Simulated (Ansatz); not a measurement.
Consider the ligand exchange at the Al–O bond: `[AlH2][O][AlH2]` + `C[Si](O)(F)Cl` → `C[Si](F)(Cl)[O][AlH2]` + `[OH][AlH2]`.

Program: Ansatz. Geometries: PBE0-D4/def2-TZVP. ΔE: electronic, gas phase. CCSD(T)/CBS is the MP2 limit (def2-TZVPP, def2-QZVPP) plus CCSD(T) − MP2 in def2-TZVPP, frozen cores. This one scheme is used for every species. DFT in def2-TZVPP. B3LYP here is the variant with VWN-RPA as its local correlation; programs differ in this. One conformer a species, not always the lowest.

```json
{"level": "r2SCAN-D4", "ΔE (eV)": "-0.01"}
{"level": "B3LYP-D4", "ΔE (eV)": "-0.04"}
{"level": "PBE0", "ΔE (eV)": "0.00"}
{"level": "HF/def2-TZVPP", "ΔE (eV)": "-0.02"}
{"level": "SCS-MP2/def2-TZVPP", "ΔE (eV)": "-0.02"}
{"level": "CCSD/def2-TZVPP", "ΔE (eV)": "-0.02"}
{"level": "MP2/def2-QZVPP", "ΔE (eV)": "-0.03"}
{"level": "HF/CBS(def2)", "ΔE (eV)": "-0.03"}
```

(1) What does CCSD(T)/CBS give? (Best estimate.)

Largest T1 diagnostic among the species: 0.013.

Results:

(1) The calculation gave: -0.04 eV. The listed levels differ from it by 0.03, 0.00, 0.04, 0.02, 0.02, 0.02, 0.01, 0.01 eV.

The D4 term adds −0.03 eV with B3LYP and −0.02 eV with PBE0; it sums over pairs of atoms, weighted by their polarisabilities, and B3LYP, whose exchange is more repulsive, gets the larger term.
